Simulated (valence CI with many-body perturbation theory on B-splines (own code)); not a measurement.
**Energy levels of Sb⁴⁶⁺**

Calculated by configuration interaction combined with many-body perturbation theory (CI+MBPT): three valence electrons over a frozen Dirac-Fock core [He], radial functions for each j: 11 s, 11 p, 10 d, 8 f, 5 g, 2 h, with the one-electron correlation potential Σ1, the two-electron term Σ2, the three-electron term Σ3, Breit, model QED; selected CI, second order for the rest, scaled by the run's own slope (own B-spline code, finite nucleus).

The last digits are not significant, and no measured levels were compared; by estimate large intervals hold to a few tenths of a per cent, small ones and those within an open d or f shell to about a per cent.

Levels 91 to 135 of 179, with energies above the lowest level, (2s^2 2p1/2) J=1/2. "Leading %" is the weight of the configuration and term that name the level; weights of strongly mixed levels are sums over their largest components and can fall short. In the jj column 3d3/2^4 stands for four electrons in 3d with j = 3/2. Lifetimes count E1, E2, E3, M1 and M2 decay at the calculated energies, and are blank where another channel may lead or the interval is too uncertain; long ones can be off by a factor of two.

| No. | Configuration | Term | J | E (Ry) | Leading % | Leading jj | Lifetime |
| --- | --- | --- | --- | --- | --- | --- | --- |
| 91 | 2p²3p | ²P° | 1/2 | 388.11 | 85 | 2p1/2 2p3/2 3p3/2 (98 %) | 10.2 fs |
| 92 | 2p²3d | ²G | 7/2 | 388.49 | 44 | 2p1/2 2p3/2 3d3/2 (91 %) | 847 fs |
| 93 | 2p²3d | ⁴D | 7/2 | 389.13 | 49 | 2p1/2 2p3/2 3d5/2 (96 %) | 90.4 fs |
| 94 | 2p²3d | ²F | 5/2 | 389.24 | 32 | 2p1/2 2p3/2 3d3/2 (74 %) | 2.95 fs |
| 95 | 2p²3d | ²D | 3/2 | 389.56 | 43 | 2p1/2 2p3/2 3d3/2 (71 %) | 3.60 fs |
| 96 | 2p²3d | ⁴P | 1/2 | 390.17 | 39 | 2p1/2 2p3/2 3d3/2 (98 %) | 2.29 fs |
| 97 | 2p²3d | ²G | 9/2 | 390.19 | 60 | 2p1/2 2p3/2 3d5/2 (100 %) | 928 fs |
| 98 | 2p²3d | ⁴P | 3/2 | 390.25 | 44 | 2p1/2 2p3/2 3d5/2 (71 %) | 2.65 fs |
| 99 | 2p²3d | ²F | 5/2 | 390.32 | 38 | 2p1/2 2p3/2 3d5/2 (79 %) | 2.87 fs |
| 100 | 2p²3d | ²D | 5/2 | 391.26 | 60 | 2p1/2 2p3/2 3d5/2 (92 %) | 1.96 fs |
| 101 | 2p²3d | ²F | 7/2 | 391.61 | 64 | 2p1/2 2p3/2 3d5/2 (94 %) | 2.03 fs |
| 102 | 2p²3d | ²D | 3/2 | 391.85 | 60 | 2p1/2 2p3/2 3d5/2 (99 %) | 2.99 fs |
| 103 | 2p²3d | ²P | 1/2 | 392.13 | 64 | 2p1/2 2p3/2 3d5/2 (98 %) | 2.65 fs |
| 104 | 2p²3s | ⁴P | 5/2 | 397.14 | 61 | 2p3/2^2 3s (99 %) | 77.3 fs |
| 105 | 2p²3s | ²P | 3/2 | 397.69 | 53 | 2p3/2^2 3s (99 %) | 17.2 fs |
| 106 | 2p²3s | ²S | 1/2 | 400.70 | 71 | 2p3/2^2 3s (98 %) | 29.5 fs |
| 107 | 2p²3p | ²P° | 3/2 | 400.92 | 27 | 2p3/2^2 3p1/2 (99 %) | 8.16 fs |
| 108 | 2p²3p | ²D° | 5/2 | 401.12 | 43 | 2p3/2^2 3p1/2 (99 %) | 7.94 fs |
| 109 | 2p²3p | ²P° | 1/2 | 404.26 | 73 | 2p3/2^2 3p1/2 (92 %) | 8.30 fs |
| 110 | 2p²3p | ²D° | 5/2 | 406.00 | 53 | 2p3/2^2 3p3/2 (100 %) | 9.88 fs |
| 111 | 2p²3p | ⁴D° | 7/2 | 406.03 | 61 | 2p3/2^2 3p3/2 (100 %) | 10.6 fs |
| 112 | 2p²3p | ²P° | 1/2 | 406.21 | 64 | 2p3/2^2 3p3/2 (93 %) | 8.95 fs |
| 113 | 2p²3p | ²P° | 3/2 | 408.51 | 62 | 2p3/2^2 3p3/2 (99 %) | 9.60 fs |
| 114 | 2p²3d | ²D | 3/2 | 409.59 | 35 | 2p3/2^2 3d3/2 (99 %) | 3.20 fs |
| 115 | 2p²3d | ⁴D | 5/2 | 409.66 | 29 | 2p3/2^2 3d3/2 (92 %) | 3.26 fs |
| 116 | 2p²3d | ²P | 1/2 | 409.81 | 52 | 2p3/2^2 3d3/2 (85 %) | 3.62 fs |
| 117 | 2p²3d | ²F | 7/2 | 409.85 | 38 | 2p3/2^2 3d3/2 (96 %) | 3.03 fs |
| 118 | 2p²3p | ²P° | 3/2 | 410.06 | 67 | 2p3/2^2 3p3/2 (99 %) | 9.50 fs |
| 119 | 2p²3d | ²F | 7/2 | 410.37 | 55 | 2p3/2^2 3d5/2 (96 %) | 125 fs |
| 120 | 2p²3d | ⁴F | 9/2 | 410.44 | 60 | 2p3/2^2 3d5/2 (100 %) | 737 fs |
| 121 | 2p²3d | ²S | 1/2 | 411.39 | 38 | 2p3/2^2 3d5/2 (85 %) | 3.49 fs |
| 122 | 2p²3d | ²P | 3/2 | 412.17 | 50 | 2p3/2^2 3d5/2 (76 %) | 2.80 fs |
| 123 | 2p²3d | ²D | 5/2 | 412.55 | 62 | 2p3/2^2 3d5/2 (94 %) | 2.49 fs |
| 124 | 2p²3d | ²D | 3/2 | 413.59 | 80 | 2p3/2^2 3d3/2 (76 %) | 2.22 fs |
| 125 | 2p²3d | ²D | 5/2 | 414.61 | 69 | 2p3/2^2 3d5/2 (97 %) | 3.31 fs |
| 126 | 2s²4s | ²S | 1/2 | 452.56 | 98 | 2s^2 4s (98 %) | 30.1 fs |
| 127 | 2s²4p | ²P° | 1/2 | 454.13 | 97 | 2s^2 4p1/2 (97 %) | 50.5 fs |
| 128 | 2s²4p | ²P° | 3/2 | 456.61 | 97 | 2s^2 4p3/2 (97 %) | 60.0 fs |
| 129 | 2s²4d | ²D | 3/2 | 457.79 | 98 | 2s^2 4d3/2 (98 %) | 6.38 fs |
| 130 | 2s²4d | ²D | 5/2 | 458.53 | 98 | 2s^2 4d5/2 (98 %) | 6.82 fs |
| 131 | 2s²4f | ²F° | 5/2 | 459.21 | 98 | 2s^2 4f5/2 (98 %) | 14.2 fs |
| 132 | 2s²4f | ²F° | 7/2 | 459.56 | 98 | 2s^2 4f7/2 (98 %) | 14.4 fs |
| 133 | 2s2p4s | ⁴P° | 1/2 | 459.82 | 77 | 2s 2p1/2 4s (100 %) | 33.0 fs |
| 134 | 2s2p4p | ⁴D | 1/2 | 461.22 | 66 | 2s 2p1/2 4p1/2 (100 %) | 25.1 fs |
| 135 | 2s2p4s | ⁴P° | 3/2 | 461.29 | 65 | 2s 2p1/2 4s (98 %) | 30.2 fs |
